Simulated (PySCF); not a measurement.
The vertical singlet excitations below were computed for one of the candidates. Method: TDDFT CAM-B3LYP/def2-SVPD, vertical, gas phase, core orbitals frozen in the response (PySCF 2.14.0, density-fitted response routines). Geometries: GFN2-xTB, one conformer each.

| state | ν̃ (cm⁻¹) | f | main configurations (H = HOMO, L = LUMO) |
| --- | --- | --- | --- |
| S1 | 62590 | 0.014 | H→L (68%), H→L+1 (21%) |
| S2 | 65070 | 0.0047 | H→L+3 (56%), H→L (17%) |
| S3 | 66270 | 0.0075 | H-1→L (71%), H-1→L+1 (22%) |
| S4 | 67010 | 0.0028 | H→L+2 (90%) |
| S5 | 69240 | 0.044 | H→L+3 (22%), H→L+1 (19%), H→L+5 (17%) |
| S6 | 69550 | 0.025 | H-1→L+3 (44%), H-1→L+1 (14%) |
| S7 | 69950 | 0.033 | H→L+4 (44%), H→L+1 (29%) |
| S8 | 71150 | 0.017 | H→L+5 (39%), H-1→L+2 (20%), H→L+4 (13%) |

Problem. Which structure fits? All have the formula C3H7FSi.
A. `C[Si@@H]1C[C@@H]1F`
B. `F[C@H]1CC[SiH2]1`
C. `F[C@@H]1C[C@H]1[SiH3]`
D. `C=C[SiH2]CF`

Solution. C. Its S1, at 7.76 eV, is the highest among the candidates; the nearest of the others has S1 at 6.79 eV. S1 is HOMO→LUMO (68%), HOMO→LUMO+1 (21%). Löwdin shares by element: HOMO carbon 61%, fluorine 19% (atoms not listed hold the other 20%); LUMO silicon 44%, hydrogen 22% or more (atoms not listed hold the other 33%). At the same level the other candidates give, for their lowest levels:
- `C[Si@@H]1C[C@@H]1F`: 6.11 eV (f 0.007); 6.54 eV (f 0.167); 6.68 eV (f 0.008); 7.11 eV (f 0.007); 7.26 eV (f 0.014); T1 5.17 eV; HOMO -8.11, LUMO 1.08 eV
- `C=C[SiH2]CF`: 6.79 eV (f 0.010); 7.22 eV (f 0.439); 7.57 eV (f 0.018); 7.78 eV (f 0.028); 7.94 eV (f 0.012); T1 4.33 eV; HOMO -9.34, LUMO 0.61 eV
- `F[C@H]1CC[SiH2]1`: 6.72 eV (f 0.030); 7.22 eV (f 0.033); 7.36 eV (f 0.044); 7.48 eV (f 0.032); 7.82 eV (f 0.011); T1 6.08 eV; HOMO -9.18, LUMO 0.83 eV
Triplets come from the Tamm–Dancoff approximation.
